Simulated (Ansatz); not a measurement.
Compare A (`[F][GeH]([AlH2])[SiH3]`) with its isomer B (`F[SiH]([AlH2])[GeH3]`).

Program: Ansatz. Geometries: PBE0-D4/def2-TZVP. ΔE: electronic, gas phase. CCSD(T)/CBS adds triple-zeta CCSD(T) − MP2 to the extrapolated MP2 energy (def2 sets, frozen cores). DFT in def2-TZVPP. B3LYP here is the variant with VWN-RPA as its local correlation; programs differ in this. For Ge outer-core shells are correlated without core-valence functions, which leaves a few kJ/mol of doubt a bond. Scalar relativity is left out up to krypton.

A:

Z-matrix (Å, degrees):
```
Ge
Al 1 2.491
Si 1 2.395 2 117.4
F 1 1.766 2 107.9 3 118.2
H 1 1.550 2 113.4 3 -127.2
H 2 1.583 1 120.7 3 -113.6
H 2 1.587 1 118.0 3 64.9
H 3 1.486 1 109.9 2 53.8
H 3 1.485 1 111.0 2 175.0
H 3 1.488 1 108.3 2 -64.8
```

B:

```xyz
10

F     1.640    0.632   -1.529
Si    0.191    0.265   -0.910
Al   -0.740    2.121    0.412
Ge    0.407   -1.743    0.370
H    -0.695   -0.073   -2.066
H     0.082    3.446    0.699
H    -2.197    1.932    1.017
H     1.276   -1.517    1.620
H    -0.993   -2.178    0.840
H     1.028   -2.885   -0.453
```

Which isomer does CCSD(T)/CBS put lower? Give the gap. (Estimate.)

Ansatz gave: B, by 43.9 kJ/mol.

Give E(B) − E(A) in kJ/mol with CCSD/def2-TZVPP, CCSD(T)/def2-TZVPP, MP2/def2-TZVPP, B2PLYP, B3LYP-D4, r2SCAN-D4, B3LYP. (An estimate is asked.)

Computed: CCSD/def2-TZVPP -41.8, CCSD(T)/def2-TZVPP -41.3, MP2/def2-TZVPP -40.2, B2PLYP -38.2, B3LYP-D4 -38.2, r2SCAN-D4 -41.5, B3LYP -37.4. None reverses the order clearly.

Largest T1 diagnostic: 0.013.
